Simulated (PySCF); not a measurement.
# Bond curve of MgPb⁻

Set-up: Mg aug-cc-pVDZ, Pb aug-cc-pVDZ-PP with ECP60; scalar-relativistic core potentials (PySCF 2.14). Energies in eV from Mg + Pb⁻ in their ground configurations at the same level. State: ⁴Σ⁻ (quartet), unpaired electrons σ ↑, π ↑↑.

```
R (Å)    ωB97X     BLYP
2.577  -0.5570  -0.3286
2.697  -0.7185  -0.5122
2.817  -0.7985  -0.6145
2.907  -0.8214  -0.6539
2.997  -0.8222  -0.6706
3.087  -0.8068  -0.6708
3.207  -0.7695  -0.6536
3.357  -0.7071  -0.6155
3.537  -0.6224  -0.5588
3.776  -0.5092  -0.4810
```

Q: Put a parabola through the three lowest points of the ωB97X curve and estimate Re, k and ωe (reduced mass 21.5 u; 1 eV/Å² = 0.16022 mdyn/Å; ωe = 1302.8·√(k/μ) cm⁻¹).

A: Through R = 2.907, 2.997, 3.087 Å the second-order coefficient is 1.00 eV/Å², so Re ≈ 2.956 Å, k ≈ 0.320 mdyn/Å and ωe ≈ 159 cm⁻¹. A polynomial fit of higher order to the unrounded ωB97X energies gives Re = 2.954 Å, k = 0.371 mdyn/Å, ωe = 171 cm⁻¹; anharmonicity and rounding make the difference.

The higher-order fit for each curve: ωB97X: Re = 2.954 Å, ωe = 171 cm⁻¹, De = 0.82 eV; BLYP: Re = 3.042 Å, ωe = 147 cm⁻¹, De = 0.67 eV.

Spin–orbit coupling is left out, which matters for elements this heavy, above all for dissociation energies. For an ion De counts to the pair picked by the measured ionisation energies or electron affinities, which need not be the lowest pair at this level. The highest Kohn–Sham level is positive in this anion. Much of that is self-interaction error, but it also means that the finite basis helps to hold the extra electron. The state is the lowest determinant that a PBE0 search found; another state may lie lower at other levels.
